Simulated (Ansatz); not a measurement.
CH8N2Si2 (`N=C([SiH3])[SiH2]N`). The species carries charge 0 and has multiplicity 1. Geometry: relaxed with PBE0-D4/def2-TZVP. It is one conformer, not always the lowest.

```xyz
13

N     0.144    1.553    0.614
C    -0.233    0.520   -0.041
Si   -1.672    0.572   -1.281
Si    0.739   -1.082    0.299
N     1.999   -0.958    1.452
H    -0.418    2.380    0.385
H    -2.752   -0.363   -0.869
H    -1.209    0.176   -2.638
H    -2.190    1.968   -1.307
H    -0.250   -2.090    0.767
H     1.313   -1.516   -1.003
H     2.794   -0.384    1.212
H     1.736   -0.777    2.410
```

Task: What is the dipole moment at r2SCAN/def2-TZVPP? (An estimate is asked.)

Result: Ansatz gave: 0.79 D, with components (-0.33, 0.72, -0.04) D in this frame, pointing from negative to positive charge.

Task: And with PBE, B3LYP, ωB97M-V? (Best estimate.)

Result: The calculation gave: PBE 0.75 D, B3LYP 0.83 D, ωB97M-V 0.89 D.

Task: Give the Mulliken charges with r2SCAN, PBE, B3LYP in def2-TZVPP. (Best estimate.)

Result: Computed: 
```json
{"atom": "N1", "r2SCAN": "-0.28", "PBE": "-0.22", "B3LYP": "-0.24"}
{"atom": "C2", "r2SCAN": "-0.08", "PBE": "-0.06", "B3LYP": "-0.10"}
{"atom": "Si3", "r2SCAN": "0.26", "PBE": "0.15", "B3LYP": "0.23"}
{"atom": "Si4", "r2SCAN": "0.42", "PBE": "0.32", "B3LYP": "0.41"}
{"atom": "N5", "r2SCAN": "-0.41", "PBE": "-0.36", "B3LYP": "-0.37"}
{"atom": "H6", "r2SCAN": "0.15", "PBE": "0.15", "B3LYP": "0.14"}
{"atom": "H7", "r2SCAN": "-0.06", "PBE": "-0.04", "B3LYP": "-0.06"}
{"atom": "H8", "r2SCAN": "-0.06", "PBE": "-0.04", "B3LYP": "-0.06"}
{"atom": "H9", "r2SCAN": "-0.08", "PBE": "-0.06", "B3LYP": "-0.07"}
{"atom": "H10", "r2SCAN": "-0.08", "PBE": "-0.07", "B3LYP": "-0.08"}
{"atom": "H11", "r2SCAN": "-0.08", "PBE": "-0.07", "B3LYP": "-0.08"}
{"atom": "H12", "r2SCAN": "0.15", "PBE": "0.15", "B3LYP": "0.13"}
{"atom": "H13", "r2SCAN": "0.15", "PBE": "0.15", "B3LYP": "0.13"}
```

B3LYP here is the variant with VWN-RPA as its local correlation; programs differ in this.
